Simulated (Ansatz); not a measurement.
Isolated molecules relaxed with PBE0-D4/def2-TZVP in Ansatz; ΔE leaves out vibrations. CBS: MP2 limit from def2 TZ/QZ plus the TZ coupled-cluster correction, frozen cores. This one scheme is used for every species. DFT in def2-TZVPP. One conformer a species, not always the lowest.

Reaction (hydrogenolysis of a C–C bond): `CCC(C)C(C)=O` + H₂ → `CCC(C)=O` + `CC`

```csv
level,ΔE (kJ/mol)
ωB97X-V,-58.8
BLYP,-81.7
r2SCAN,-63.1
CCSD/CBS(def2),-61.3
```

(1) What does CCSD(T)/CBS give? (An estimate is asked.)

Largest T1 diagnostic among the species: 0.013.

Answers

(1) The calculation gave: -54.8 kJ/mol. The listed levels differ from it by -4.0, -26.9, -8.3, -6.5 kJ/mol.

Leaving LDA and LC-ωPBE aside and taking each functional with its dispersion term where it has one, the values, not all of them listed here, spread over 18.8 kJ/mol, from B2PLYP to revPBE-D4. LDA lies +17.8 kJ/mol from PBE without D4. In def2-TZVPP, CCSD(T) changes the Hartree–Fock value by +34.4 kJ/mol (the triples alone add +6.6 kJ/mol) and MP2 by +40.8 kJ/mol. The D4 term adds +17.9 kJ/mol with B3LYP and +10.4 kJ/mol with PBE0; it sums over pairs of atoms, weighted by their polarisabilities, and B3LYP, whose exchange is more repulsive, gets the larger term.

B3LYP here is the variant with VWN-RPA as its local correlation; programs differ in this.

CCSD(T)/CBS has its own doubt, a few kJ/mol and more with outer-core shells, so smaller differences from it don't rank the levels.
